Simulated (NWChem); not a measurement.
System: SiHF, singlet; SMILES [SiH]F

All runs: NWChem. Low-valent species are run as closed-shell singlets; no triplet was tried in these runs. The geometry was optimised at PBE-D3(BJ)/def2-SVP. Level: B3LYP/def2-SVP with SMD (1 M gas to 1 M solution), gas-phase geometry. Reactions with the solvent are ignored.

For solvent water:

```
Quantity                                     Value
-------------------------------------------  -----
solvation free energy (kcal/mol)              -1.0
cavity-dispersion-structure term (kcal/mol)    1.4
```

Problem. What are these values for solvent acetone?

Solution. The solvation free energy (kcal/mol) is -2.6 and the cavity-dispersion-structure term (kcal/mol) comes out as -0.3.
